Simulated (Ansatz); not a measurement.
Consider the cleavage of the Si–As bond: `C[As](C)[SiH3]` + `[CH3][Al]([F])[SH]` → `[CH3][Al]([F])[S][SiH3]` + `C[AsH]C`.

Gas-phase electronic energies from Ansatz, PBE0-D4/def2-TZVP geometries. CCSD(T)/CBS adds triple-zeta CCSD(T) − MP2 to the extrapolated MP2 energy (def2 sets, frozen cores). Functionals use def2-TZVPP. B3LYP here is the variant with VWN-RPA as its local correlation; programs differ in this. For As outer-core shells are correlated without core-valence functions, which leaves a few kJ/mol of doubt a bond. Scalar relativity is left out up to krypton. Each species was taken in one conformer, which may not be the lowest.

(1) Is it downhill or uphill in electronic energy at CCSD(T)/CBS, and by how much? (An estimate is asked.)

(2) What do these levels give: B3LYP-D4, ωB97X-V, B2PLYP, PBE, B3LYP, HF/def2-TZVPP, MP2/def2-TZVPP, CCSD(T)/def2-TZVPP, MP2/def2-QZVPP, SCS-MP2/def2-QZVPP, HF/CBS(def2), MP2/CBS(def2)? (Best estimate.)

Largest T1 diagnostic among the species: 0.012.

Results:

(1) Computed: Downhill: ΔE = -33.2 kJ/mol.

(2) The calculation gave: B3LYP-D4 -31.0, ωB97X-V -34.9, B2PLYP -33.7, PBE -27.7, B3LYP -32.1, HF/def2-TZVPP -42.5, MP2/def2-TZVPP -34.8, CCSD(T)/def2-TZVPP -32.4, MP2/def2-QZVPP -35.4, SCS-MP2/def2-QZVPP -37.1, HF/CBS(def2) -43.2, MP2/CBS(def2) -35.5 kJ/mol.

In def2-TZVPP, CCSD(T) changes the Hartree–Fock value by +10.1 kJ/mol (the triples alone add +0.9 kJ/mol) and MP2 by +7.7 kJ/mol. From PBE to PBE0 (25 % exact exchange), in def2-TZVPP and without D4, ΔE moves by −3.6 kJ/mol.
